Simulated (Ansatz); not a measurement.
C5H9B (`CBCC#CC`), relaxed with RKS PBE0-D4/def2-TZVP in the Gaussian-basis code of Ansatz from a PBE-D4/def2-SVP geometry. The force threshold is 0.005 eV/Å; the program also tests the step.

Charge 0, multiplicity 1.

Start:

```xyz
15

C     0.155    0.510   -2.046
B    -0.821    0.778   -0.841
C    -1.776   -0.358   -0.263
C    -0.690   -0.552    0.689
C     0.351   -0.496    1.347
C     1.557   -0.479    2.158
H    -0.342    0.929   -2.953
H     0.349   -0.562   -2.251
H     1.122    1.047   -1.963
H    -0.923    1.891   -0.351
H    -2.715   -0.032    0.224
H    -1.941   -1.245   -0.906
H     1.686    0.496    2.672
H     1.523   -1.268    2.941
H     2.464   -0.660    1.542
```

| step | energy (eV) | largest force (eV/Å) | largest move (Å) |
| --- | --- | --- | --- |
| 1 | -6001.0575 | 1.503 | 0.000 |
| 2 | -6001.1323 | 0.154 | 0.031 |
| 3 | -6001.1369 | 0.037 | 0.010 |
| 4 | -6001.1369 | 0.098 | 0.020 |
| 5 | -6001.1375 | 0.044 | 0.009 |
| 6 | -6001.1381 | 0.023 | 0.026 |
| 7 | -6001.1386 | 0.032 | 0.048 |
| 8 | -6001.1387 | 0.027 | 0.024 |
| 9 | -6001.1389 | 0.013 | 0.015 |
| 10 | -6001.1389 | 0.018 | 0.012 |
| 11 | -6001.1389 | 0.008 | 0.010 |
| 12 | -6001.1389 | 0.010 | 0.006 |
| 13 | -6001.1390 | 0.003 | 0.003 |

End:

```xyz
15

C     0.112    0.526   -2.111
B    -0.839    0.809   -0.906
C    -1.706   -0.330   -0.247
C    -0.630   -0.521    0.711
C     0.374   -0.498    1.383
C     1.553   -0.518    2.224
H    -0.415    0.875   -3.012
H     0.338   -0.532   -2.263
H     1.044    1.093   -2.075
H    -0.945    1.914   -0.451
H    -2.629   -0.021    0.243
H    -1.869   -1.224   -0.853
H     1.646    0.412    2.791
H     1.507   -1.344    2.939
H     2.459   -0.642    1.626
```

It took 40 s on 4 threads of an Intel Xeon Platinum 8488C on a shared host, with 0.72 GiB of host memory at the peak.
